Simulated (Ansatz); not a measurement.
Geometry optimisation, DFT PBEsol, scalar-relativistic, plane waves, PAW in Ansatz 0.2.0.

The input (input.yaml):

```yaml
accuracy: low
crystal:
  lattice:
    - [7.785443, 0.0, 0.0]
    - [0.0, 7.785443, 0.0]
    - [0.0, 0.0, 7.785443]
  atoms:
    - { symbol: O, position: [0.3818401, 0.1598581, 0.5354676] }
    - { symbol: H, position: [0.2878813, 0.1416771, 0.6149556] }
    - { symbol: H, position: [0.4012532, 0.2826782, 0.5394027] }
    - { symbol: O, position: [0.5708541, 0.2708237, 0.3080972] }
    - { symbol: H, position: [0.6342547, 0.364535, 0.3598245] }
    - { symbol: H, position: [0.5551614, 0.3066712, 0.1900046] }
    - { symbol: O, position: [0.8666954, 0.8859926, 0.8138792] }
    - { symbol: H, position: [0.9774132, 0.9011982, 0.7592211] }
    - { symbol: H, position: [0.8267023, 0.7763243, 0.7708611] }
    - { symbol: O, position: [0.2198282, 0.5048825, 1.0322659] }
    - { symbol: H, position: [0.2510039, 0.5945858, 0.9519008] }
    - { symbol: H, position: [0.2668861, 0.4014392, 0.9816479] }
    - { symbol: O, position: [0.4432357, 0.618999, 0.5381615] }
    - { symbol: H, position: [0.4902042, 0.5374771, 0.6195573] }
    - { symbol: H, position: [0.4728818, 0.5712098, 0.427191] }
    - { symbol: O, position: [0.0176078, 0.3330242, 0.424491] }
    - { symbol: H, position: [0.0372077, 0.4169204, 0.5142374] }
    - { symbol: H, position: [0.1241244, 0.3322633, 0.3602198] }
    - { symbol: O, position: [0.8694293, 0.0209523, 0.2500612] }
    - { symbol: H, position: [0.8552315, 0.1139974, 0.168709] }
    - { symbol: H, position: [0.9638814, -0.0454216, 0.203688] }
    - { symbol: O, position: [0.832689, 0.3721456, 0.9997045] }
    - { symbol: H, position: [0.9418295, 0.3589642, 1.0579432] }
    - { symbol: H, position: [0.8642119, 0.3963169, 0.8818096] }
    - { symbol: O, position: [0.3593178, 0.903889, 0.1585569] }
    - { symbol: H, position: [0.4325795, 1.0042488, 0.1647038] }
    - { symbol: H, position: [0.3362832, 0.8908412, 0.036999] }
    - { symbol: O, position: [0.6356526, 0.178445, 0.7936639] }
    - { symbol: H, position: [0.5912386, 0.2692432, 0.7211364] }
    - { symbol: H, position: [0.6514179, 0.0827154, 0.7157893] }
    - { symbol: O, position: [0.000227, 0.6657574, 0.4327607] }
    - { symbol: C, position: [0.167433, 0.7068715, 0.4117519] }
    - { symbol: O, position: [0.2614763, 0.6468046, 0.3031268] }
    - { symbol: H, position: [-0.0259933, 0.5802923, 0.3441028] }
    - { symbol: H, position: [0.2045102, 0.8027086, 0.5080088] }
basis:
  ecutwfc: 420.0
kpoints:
  mp_grid: { grid: [1, 1, 1] }
hamiltonian:
  xc: pbesol
scf:
  occupations: { method: fermi_dirac, width: 0.02 }
  lower_state_search: "off"
relax:
  f_tol: 0.3
  max_steps: 15
  adjacent_minimum: "off"
```

Command:

```bash
$ ansatz run input.yaml --threads 1 --pin off --max-ram 3072MiB --backend cpu --events-out ev --progress --plain --runs-dir out
```

Task: Where does it end, and by what steps?

Result: The forces met the threshold. The threshold is loose, so the end isn't yet a minimum. Limits of this set-up: coarse k mesh, low accuracy level. After 14 steps the energy has fallen by 5.986 eV; O25 moved furthest, 1.60 Å.

```json
{"step": "0", "energy less start (eV)": "0.0000", "largest force component (eV/Å)": "1.549", "accepted": "yes"}
{"step": "1", "energy less start (eV)": "-1.1192", "largest force component (eV/Å)": "1.267", "accepted": "yes"}
{"step": "2", "energy less start (eV)": "-1.7204", "largest force component (eV/Å)": "3.155", "accepted": "yes"}
{"step": "3", "energy less start (eV)": "-2.5176", "largest force component (eV/Å)": "2.104", "accepted": "yes"}
{"step": "4", "energy less start (eV)": "-3.1105", "largest force component (eV/Å)": "1.418", "accepted": "yes"}
{"step": "5", "energy less start (eV)": "-3.5488", "largest force component (eV/Å)": "1.126", "accepted": "yes"}
{"step": "6", "energy less start (eV)": "-3.9667", "largest force component (eV/Å)": "1.999", "accepted": "yes"}
{"step": "7", "energy less start (eV)": "-4.3090", "largest force component (eV/Å)": "1.090", "accepted": "yes"}
{"step": "8", "energy less start (eV)": "-4.5656", "largest force component (eV/Å)": "1.057", "accepted": "yes"}
{"step": "9", "energy less start (eV)": "-4.8091", "largest force component (eV/Å)": "1.121", "accepted": "yes"}
{"step": "10", "energy less start (eV)": "-5.0342", "largest force component (eV/Å)": "1.382", "accepted": "yes"}
{"step": "11", "energy less start (eV)": "-5.3219", "largest force component (eV/Å)": "0.843", "accepted": "yes"}
{"step": "12", "energy less start (eV)": "-5.5733", "largest force component (eV/Å)": "0.884", "accepted": "yes"}
{"step": "13", "energy less start (eV)": "-5.7979", "largest force component (eV/Å)": "0.469", "accepted": "yes"}
{"step": "14", "energy less start (eV)": "-5.9861", "largest force component (eV/Å)": "0.218", "accepted": "yes"}
```

```xyz
35
Lattice="7.7854 0.0000 0.0000 0.0000 7.7854 0.0000 0.0000 0.0000 7.7854" Properties=species:S:1:pos:R:3
O 2.923 1.509 4.461
H 2.483 2.282 4.858
H 3.340 1.861 3.634
O 4.602 2.183 2.415
H 5.384 2.029 2.990
H 5.021 2.574 1.604
O 6.270 6.642 5.583
H 6.899 6.460 4.849
H 5.541 5.995 5.427
O 1.184 3.035 7.723
H 1.515 3.747 8.303
H 1.700 2.237 8.022
O 4.245 4.637 4.783
H 4.708 3.778 4.765
H 3.826 4.696 3.898
O -0.476 2.901 3.507
H -0.221 2.591 4.397
H -0.241 2.125 2.876
O 7.450 0.878 1.915
H 6.955 1.344 1.161
H 8.304 0.567 1.546
O 6.263 2.509 8.023
H 7.166 2.876 7.816
H 5.865 2.134 7.176
O 2.598 8.590 0.906
H 3.352 8.917 1.463
H 3.042 8.039 0.234
O 5.258 1.354 5.879
H 4.361 1.341 5.444
H 5.646 0.438 5.748
O 0.206 5.407 3.459
C 1.442 5.656 3.068
O 2.187 4.848 2.533
H -0.011 4.400 3.343
H 1.747 6.704 3.289
```

Whether the end is a true minimum wasn't checked by a vibrational analysis.

The run took 32 s on 1 thread of Intel(R) Xeon(R) Platinum 8488C (Sapphire Rapids), with other jobs on the host, peak memory 0.52 GiB.
